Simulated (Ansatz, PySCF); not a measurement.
Process, species as SMILES: C=CC=C [buta-1,3-diene] → 2 [CH]=C (the C-C bond at the site shown breaks; other sites are not compared here)
Geometries: B3LYP-D3(BJ)/def2-TZVP minima from Ansatz (a program for electronic structure), one conformer each, not searched for the lowest. Unstable Hartree-Fock reference: C=CC=C. Markedly spin-contaminated UHF reference, which strains HF, MP2 and, less, CCSD(T): [CH]=C.
Geometry of the first species:
```xyz
10

C      0.5975     1.7431     0.0042
C      0.5995     0.4091     0.0007
C     -0.5995    -0.4091    -0.0007
C     -0.5975    -1.7431    -0.0042
H      1.5168     2.3130     0.0051
H     -0.3292     2.3053     0.0062
H      1.5464    -0.1238    -0.0012
H     -1.5464     0.1238     0.0012
H      0.3292    -2.3053    -0.0062
H     -1.5168    -2.3130    -0.0051
```
Charge 0, spin multiplicity 1.

Wanted: bond dissociation energy (enthalpy at 298 K, with B3LYP-D3(BJ) rigid-rotor harmonic-oscillator terms from PySCF), in eV. Cores are frozen in the correlated levels unless marked. UHF or UKS for open shells. No spin-orbit coupling. Non-relativistic. 

```tsv
level	program	bond dissociation energy (eV)
RI-HF/cc-pVQZ	Ansatz	3.50
BLYP/def2-TZVPD	Ansatz	4.62
r2SCAN-D3(BJ)/def2-TZVPD	Ansatz + dftd3	4.70
B3LYP-D4/def2-TZVPD	Ansatz + dftd4	4.85
PBE0-D3(BJ)/def2-TZVP	Ansatz + dftd3	4.95
PBE0/def2-TZVP	Ansatz	4.88
HSE06-D4/def2-TZVPD	Ansatz + dftd4	4.95
CAM-B3LYP/def2-TZVPD	Ansatz	4.81
wB97M-V/def2-TZVPD	Ansatz	5.00
PBE-QIDH/def2-TZVPD	Ansatz	5.06
MP2/6-31G	Ansatz	5.21
MP2/6-31G*	Ansatz	5.58
CCSD/cc-pwCVTZ	Ansatz	4.82
CCSD(T)/cc-pwCVTZ	Ansatz	4.95
```
